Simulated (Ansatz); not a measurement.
Program: Ansatz 0.2.0.

A structure relaxed at PBE0-D4/def2-TZVP, charge 0, multiplicity 1:

Cartesian coordinates in Å:
```
C -0.0680 1.5543 -1.9880
O -0.3012 0.3781 -1.2368
Sn -0.4925 0.4578 0.6876
Cl 1.3795 1.4863 1.5661
Cl -2.3731 1.6268 1.2807
O -0.6658 -1.3410 1.3609
C 0.4235 -2.2417 1.2526
H 0.0522 1.2535 -3.0311
H 0.8446 2.0720 -1.6717
H -0.9097 2.2531 -1.9264
H 1.3259 -1.8598 1.7430
H 0.1259 -3.1647 1.7545
H 0.6588 -2.4745 0.2086
```

(1) Give its formula and SMILES.

(2) Point group (tolerance 0.08 Å, 0.16 Å for H)?

(3) Summarise the bond lengths by kind.

Answers

(1) C2H6Cl2O2Sn, `C[O][Sn]([Cl])([Cl])[O]C`.

(2) C1.

(3) 2 × C–O 1.415 to 1.418 Å; 6 × C–H 1.092 to 1.096 Å; 2 × O–Sn 1.929 to 1.935 Å; 2 × Cl–Sn 2.292 to 2.309 Å.
